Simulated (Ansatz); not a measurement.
[V(III)(H2O)6-n(F)n]: PBE0-D4/def2-TZVP single points in Ansatz on relaxed structures, gas phase. HOMO and LUMO are taken over both spins. Singlets are spin-restricted. The spins of the ions were chosen, not always searched. Names give formal oxidation states. The structures are stationary points that may keep the symmetry of their start.

```csv
species,atoms,state,geometry,HOMO (eV),LUMO (eV),gap (eV),vertical IE (eV),point group (within 0.1 Å)
trans-[VF2(H2O)4]+ (VO4F2H8⁺),15,triplet; oxidised ion doublet,PBE-D4/def2-SVP,-10.79,-6.56,4.23,13.04,–
cis-[VF2(H2O)4]+ (VO4F2H8⁺),15,triplet; oxidised ion doublet,PBE0-D4/def2-SVP,-10.94,-6.27,4.67,13.18,–
```

(1) Estimate the rows for mer-VF3(H2O)3 (VO3F3H6) (triplet; oxidised ion doublet, r2SCAN-D4/def2-SVP geometry).

(1) 
```tsv
species	atoms	state	geometry	HOMO (eV)	LUMO (eV)	gap (eV)	vertical IE (eV)	point group (within 0.1 Å)
mer-VF3(H2O)3 (VO3F3H6)	13	triplet; oxidised ion doublet	r2SCAN-D4/def2-SVP	-6.43	-1.48	4.94	8.60	–
```

The gap (eV) runs from 4.23 (trans-[VF2(H2O)4]+) to 4.94 (mer-VF3(H2O)3). The vertical IE (eV) runs from 8.60 (mer-VF3(H2O)3) to 13.18 (cis-[VF2(H2O)4]+).
